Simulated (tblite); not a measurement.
Compound: C3H2ClP3.
Numbering: `[Cl:1][c:2]1[p:3][cH:4][p:5][cH:6][p:7]1` (hydrogens: H8 on C4; H9 on C6)

The geometry is computed with GFN2-xTB (gas phase).

**Question.** Give the optimised bond lengths and angles.

**Answer.** 
| bond | length (bohr) |
| --- | --- |
| Cl1–C2 | 3.308 |
| C2–P3, C2–P7 | 3.291 |
| P3–C4, C6–P7 | 3.267 |
| C4–P5, P5–C6 | 3.270 |
| C4–H8, C6–H9 | 2.056 |

Bonds in one row agree within 0.02 bohr and their mean is given. A selection of angles:
| angle | degrees |
| --- | --- |
| Cl1–C2–P3 | 112.0 |
| P3–C2–P7 | 136.0 |
| C2–P3–C4 | 104.0 |
| P3–C4–P5 | 135.3 |
| P3–C4–H8 | 112.0 |
| P5–C4–H8 | 112.6 |
| C4–P5–C6 | 105.3 |

P3 (phosphorus bonded to 2 C) is bent (angle 104.0°). The 6-membered ring C2–P3–C4–P5–C6–P7 has internal angles of 104.0° to 136.0°; it is planar, 0.00 Å rms from its mean plane, widest ring torsion 0°. The 7 heavy atoms lie in one plane (0.001 Å rms).

Point group: C2v (tolerance 0.08 Å). Its GFN2-xTB frequencies are all real (lowest 69 cm⁻¹).

On one thread of an Arm Neoverse V1 (shared host), this took 0.13 s of wall time. That covers the optimisation of the geometry.
